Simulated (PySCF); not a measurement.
A calculated (PBE0, PySCF 2.14, ANO-RCC-VTZP, the spin-free X2C one-electron Hamiltonian (Gaussian nucleus)) atom or ion has these occupied shells.

```json
{"shell": "1s β", "electrons": "1", "orbital energy (eV)": "-23092.8", "rms radius, mean of both spins (bohr)": "0.0374"}
{"shell": "1s α", "electrons": "1", "orbital energy (eV)": "-23092.7", "rms radius, mean of both spins (bohr)": "0.0374"}
{"shell": "2s α", "electrons": "1", "orbital energy (eV)": "-3376.5", "rms radius, mean of both spins (bohr)": "0.154"}
{"shell": "2s β", "electrons": "1", "orbital energy (eV)": "-3376.1", "rms radius, mean of both spins (bohr)": "0.154"}
{"shell": "2p α", "electrons": "3", "orbital energy (eV)": "-3026.6", "rms radius, mean of both spins (bohr)": "0.137"}
{"shell": "2p β", "electrons": "3", "orbital energy (eV)": "-3026.4", "rms radius, mean of both spins (bohr)": "0.137"}
{"shell": "3s α", "electrons": "1", "orbital energy (eV)": "-618.89", "rms radius, mean of both spins (bohr)": "0.417"}
{"shell": "3s β", "electrons": "1", "orbital energy (eV)": "-618.71", "rms radius, mean of both spins (bohr)": "0.417"}
{"shell": "3p α", "electrons": "3", "orbital energy (eV)": "-502.88", "rms radius, mean of both spins (bohr)": "0.420"}
{"shell": "3p β", "electrons": "3", "orbital energy (eV)": "-502.67", "rms radius, mean of both spins (bohr)": "0.420"}
{"shell": "3d α", "electrons": "5", "orbital energy (eV)": "-316.98", "rms radius, mean of both spins (bohr)": "0.404"}
{"shell": "3d β", "electrons": "5", "orbital energy (eV)": "-316.59", "rms radius, mean of both spins (bohr)": "0.404"}
{"shell": "4s α", "electrons": "1", "orbital energy (eV)": "-95.907", "rms radius, mean of both spins (bohr)": "1.05"}
{"shell": "4s β", "electrons": "1", "orbital energy (eV)": "-94.068", "rms radius, mean of both spins (bohr)": "1.05"}
{"shell": "4p α", "electrons": "3", "orbital energy (eV)": "-62.767", "rms radius, mean of both spins (bohr)": "1.16"}
{"shell": "4p β", "electrons": "3", "orbital energy (eV)": "-60.629", "rms radius, mean of both spins (bohr)": "1.16"}
{"shell": "4d α", "electrons": "5", "orbital energy (eV)": "-15.915", "rms radius, mean of both spins (bohr)": "1.71"}
{"shell": "4d β", "electrons": "3", "orbital energy (eV)": "-14.705", "rms radius, mean of both spins (bohr)": "1.71"}
```

Problem. Name the element and its charge.

Solution. Rh⁺ (rhodium, charge +1), in [Kr] 4d8, high-spin 3F determinant.
